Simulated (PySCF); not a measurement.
How methods differ on the excitation energy of Mg

Mg [Ne] 3s2 (1S) → Mg [Ne] 3s1 3p1 (3P), as a difference of total energies. Computed with PySCF 2.14 in x2c-TZVPPall with one added diffuse shell each of s, p, d type (6s5p4d, 41 functions), with the spin-free X2C one-electron Hamiltonian (Gaussian nucleus). Correlated levels: valence: [Ne] frozen. The calculations carry no spin-orbit coupling.

```
           method  excitation energy (cm⁻¹)  error (cm⁻¹)
              UHF                     14647         -7244
    MP2 (valence)                     18995         -2896
SCS-MP2 (valence)                     20248         -1643
   CCSD (valence)                     20958          -933
```

Reference: 21891 cm⁻¹ (measured; NIST levels, between the centres of gravity of the two terms).

Errors of the correlated levels include the incompleteness of this basis and the frozen core.

With two correlated electrons CCSD is exact in that space.
